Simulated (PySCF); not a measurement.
A series of related molecules.

All values: PBE0/pcSseg-1 (PySCF) at GFN2-xTB geometries, gas phase, one conformer each.

Question: Rank by HOMO–LUMO gap, lowest first.
A. `CC/C=C/CC#C[SiH3]`
B. `C(#CCC(=O)CCC)[SiH3]`
C. `CCC/C=C/C#C[SiH3]`
D. `CCCCCCC#C[SiH3]`

Answer: C (5.86 eV), B (6.59 eV), A (7.35 eV), D (7.96 eV).

Question: Rank by LUMO energy, lowest first.
A. `C(CC(=O)CCC)#C[SiH3]`
B. `C(/C=C/CC)C#C[SiH3]`
C. `CCC/C=C/C#C[SiH3]`
D. `CCCCCCC#C[SiH3]`

Answer: C (-0.95 eV), A (-0.69 eV), B (0.08 eV), D (0.37 eV).

All values together:

| SMILES | change | formula | μ (D) | HOMO (eV) | LUMO (eV) | lowest IAO charge (e) | highest IAO charge (e) | lowest Hirshfeld charge (e) | highest Hirshfeld charge (e) |
| --- | --- | --- | --- | --- | --- | --- | --- | --- | --- |
| CCCCCC#C[SiH3] | parent | C7H14Si | 1.22 | -7.59 | 0.37 | -0.416 (C) | +0.634 (Si) | -0.183 (C) | +0.330 (Si) |
| CCCCCCC#C[SiH3] | CH2 inserted into a C-C bond | C8H16Si | 1.19 | -7.58 | 0.37 | -0.416 (C) | +0.634 (Si) | -0.184 (C) | +0.330 (Si) |
| CCC/C=C/C#C[SiH3] | C-C bond made double | C7H12Si | 1.69 | -6.80 | -0.95 | -0.417 (C) | +0.636 (Si) | -0.174 (C) | +0.331 (Si) |
| CC/C=C/CC#C[SiH3] | C-C bond made double | C7H12Si | 1.32 | -7.27 | 0.08 | -0.415 (C) | +0.635 (Si) | -0.185 (C) | +0.331 (Si) |
| CCCC(=O)CC#C[SiH3] | CH2 replaced by C=O | C7H12OSi | 2.21 | -7.28 | -0.69 | -0.417 (C) | +0.635 (Si) | -0.217 (O) | +0.337 (Si) |

Conformers: `[CH3:1][CH2:2][CH2:3][CH2:4][CH2:5][C:6]#[C:7][SiH3:8]` with C1–C2–C3–C4 -177°, C2–C3–C4–C5 180°, C3–C4–C5–C6 65°; `[CH3:1][CH2:2][CH2:3][CH2:4][CH2:5][CH2:6][C:7]#[C:8][SiH3:9]` with C1–C2–C3–C4 178°, C2–C3–C4–C5 -177°, C3–C4–C5–C6 180°, C4–C5–C6–C7 65°; `[CH3:1][CH2:2][CH2:3]/[CH:4]=[CH:5]/[C:6]#[C:7][SiH3:8]` with C1–C2–C3–C4 179°, C2–C3–C4–C5 118°; `[CH3:1][CH2:2]/[CH:3]=[CH:4]/[CH2:5][C:6]#[C:7][SiH3:8]` with C1–C2–C3–C4 -120°, C3–C4–C5–C6 -120°; `[CH3:1][CH2:2][CH2:3][C:4](=[O:5])[CH2:6][C:7]#[C:8][SiH3:9]` with C1–C2–C3–C4 -179°, C2–C3–C4–O5 1°, C3–C4–C6–C7 49°.

Q: Give the shifts from the parent, `CCCCCC#C[SiH3]`.

A: 
```tsv
SMILES	change in μ (D)	change in HOMO (eV)	change in LUMO (eV)
CCCCCCC#C[SiH3]	-0.03	+0.01	0.00
CCC/C=C/C#C[SiH3]	+0.47	+0.79	-1.32
CC/C=C/CC#C[SiH3]	+0.10	+0.32	-0.29
CCCC(=O)CC#C[SiH3]	+0.99	+0.31	-1.06
```
